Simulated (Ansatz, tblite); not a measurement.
Cost and result up the ladder for Hg₂O⁺ (the lowest doublet isomer of a short search) (3 atoms). Total charge 1; doublet. Geometry: PBE0-D4/def2-TZVP.

```xyz
3

Hg    1.641   -0.799    0.418
Hg   -1.796    0.528    0.066
O     0.154    0.272   -0.484
```

Ansatz on 4 threads of Arm Neoverse V2 on a shared host; xTB runs through tblite on one thread. Times are rough, summed over both states, and most runs start from the orbitals of an earlier one. RPA@PBE/def2-TZVP serves as the yardstick here, not as an exact answer. The other state is a quartet at its own geometry.

In the def2 sets Hg takes a core potential; there is no spin–orbit coupling. The xTB rows come from tblite. LC-ωPBE has ω = 0.4 bohr⁻¹. Correlated methods freeze 1 core orbital; core or outer-core shells of Hg are correlated, in sets that lack core-valence functions. The structure comes from a short search, and lower isomers may exist.

Run but left out: HF/def2-TZVP, MP2/def2-TZVP, CCSD/def2-TZVP, CCSD(T)/def2-TZVP (flagged by the program: other amplitudes).

xTB has no spin-polarisation term.

```json
{"level": "BLYP-D4/def2-TZVP", "functions": "117", "quartet − doublet (eV)": "0.91", "difference from RPA@PBE/def2-TZVP (eV)": "0.13"}
{"level": "PBE0-D4/def2-TZVP", "functions": "117", "quartet − doublet (eV)": "0.59", "difference from RPA@PBE/def2-TZVP (eV)": "-0.19"}
{"level": "GFN2-xTB", "functions": "12", "quartet − doublet (eV)": "2.47", "difference from RPA@PBE/def2-TZVP (eV)": "1.68"}
{"level": "r2SCANh-D4/def2-TZVP", "functions": "117", "quartet − doublet (eV)": "0.53", "difference from RPA@PBE/def2-TZVP (eV)": "-0.25"}
{"level": "CAM-B3LYP-D4/def2-TZVP", "functions": "117", "quartet − doublet (eV)": "0.46", "difference from RPA@PBE/def2-TZVP (eV)": "-0.32"}
{"level": "LC-ωPBE/def2-TZVP", "functions": "117", "quartet − doublet (eV)": "0.34", "difference from RPA@PBE/def2-TZVP (eV)": "-0.44"}
{"level": "r2SCAN0-D4/def2-TZVP", "functions": "117", "quartet − doublet (eV)": "0.31", "difference from RPA@PBE/def2-TZVP (eV)": "-0.48"}
{"level": "GFN1-xTB", "functions": "12", "quartet − doublet (eV)": "3.08", "difference from RPA@PBE/def2-TZVP (eV)": "2.30"}
{"level": "RPA@PBE/def2-TZVP", "functions": "117", "quartet − doublet (eV)": "0.78", "difference from RPA@PBE/def2-TZVP (eV)": "0.00"}
{"level": "r2SCAN-D4/def2-TZVP", "functions": "117", "quartet − doublet (eV)": "0.68", "difference from RPA@PBE/def2-TZVP (eV)": "-0.10"}
{"level": "PBE-D4/def2-TZVP (with forces)", "functions": "117", "quartet − doublet (eV)": "1.01", "difference from RPA@PBE/def2-TZVP (eV)": "0.22"}
```

(1) Estimate how long each takes.

Results:

(1) GFN1-xTB 0.002 s; GFN2-xTB 0.002 s; PBE-D4/def2-TZVP (with forces) 3.5 s; BLYP-D4/def2-TZVP 3.8 s; RPA@PBE/def2-TZVP 5.5 s; r2SCAN-D4/def2-TZVP 7.2 s; LC-ωPBE/def2-TZVP 7.6 s; r2SCANh-D4/def2-TZVP 7.8 s; PBE0-D4/def2-TZVP 8.5 s; CAM-B3LYP-D4/def2-TZVP 8.9 s; r2SCAN0-D4/def2-TZVP 10 s. On shared hardware such times vary by a factor of up to 3.
